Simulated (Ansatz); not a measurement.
# Breaking a bond in BClF2 (SMILES FB(F)Cl)

BClF2: 4 atoms, total charge 0, spin state singlet. As SMILES, `FB(F)Cl`. Geometry: relaxed at PBE0-D4/def2-TZVP.

```xyz
4

F    -0.1737   -1.2543   -0.5463
B    -0.0671   -0.0413   -0.0620
F    -1.0116    0.8301   -0.3177
Cl    1.3079    0.4053    0.9057
```

The F1–B2 distance is scanned; the parts on either side stay rigid. Basis STO-3G, 8 core orbitals frozen in the correlated methods; program Ansatz 0.2.0. FCI is exact within this basis and core. Energies in eV from each method's value at 1.310 Å; methods without a U are spin-restricted. The shape above is that at 1.310 Å.

```csv
distance (Å),B3LYP,CAM-B3LYP,B2PLYP,BCCD(T),FCI
1.310,0.00,0.00,0.00,0.00,0.00
1.638,1.55,1.69,1.65,1.57,1.53
1.966,4.11,4.39,4.27,3.82,3.77
2.621,7.88,8.48,7.75,5.82,5.85
3.276,9.55,10.43,8.33,5.99,6.13
```

Departure from the FCI curve at its largest: B3LYP +3.42 eV at 3.28 Å; CAM-B3LYP +4.30 eV at 3.28 Å; B2PLYP +2.20 eV at 3.28 Å; BCCD(T) -0.14 eV at 3.28 Å. Restricted functionals keep the electrons paired too, and rise too high.
